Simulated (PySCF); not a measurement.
A structure optimised at r2SCAN-D4/def2-TZVP, used in a PySCF frequency run:

```xyz
5

Cd     0.2117    -0.1869    -0.0602
O      1.7576    -1.3245    -0.5029
H      1.7031    -2.1863    -0.0747
S     -1.5596     1.2483     0.3472
H     -0.9714     1.7836     1.4324
```

Problem. Write its SMILES and formula.

Solution. [OH][Cd][SH], CdH2OS

Problem. What are its rotational constants (standard atomic weights)?

Solution. 198.95, 2.1523, 2.1434 GHz
